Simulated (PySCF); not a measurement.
**N³⁺ (nitrogen, charge +3) across methods**

[He] 2s2, closed-shell 1S. Calculation: PySCF 2.14, in aug-cc-pVTZ-DK (5s4p3d2f, 46 functions); the spin-free X2C one-electron Hamiltonian (Gaussian nucleus).

| method | E (hartree) | mean ε 1s (eV) | mean ε 2s (eV) | Σ⟨r²⟩ (bohr²) | ⟨S²⟩ |
| --- | --- | --- | --- | --- | --- |
| PBE0 | -51.1710 | -461.54 | -70.183 | 3.017 | 0.000 |
| UHF | -51.11054 | -493.32 | -75.336 | 3.039 | 0.000 |
| PBEsol | -50.9614 | -448.93 | -67.850 | 3.026 | 0.000 |
| r2SCAN | -51.1878 | -455.42 | -68.518 | 3.026 | 0.000 |
| M06-2X | -51.2442 | -471.47 | -72.314 | 3.000 | 0.000 |
| wB97X | -51.2375 | -461.77 | -72.841 | 3.012 | 0.000 |
| M06 | -51.2113 | -461.95 | -70.165 | 3.011 | 0.000 |
| PBE | -51.1586 | -450.72 | -68.117 | 3.015 | 0.000 |
| LDA | -50.7487 | -447.37 | -67.796 | 3.036 | 0.000 |
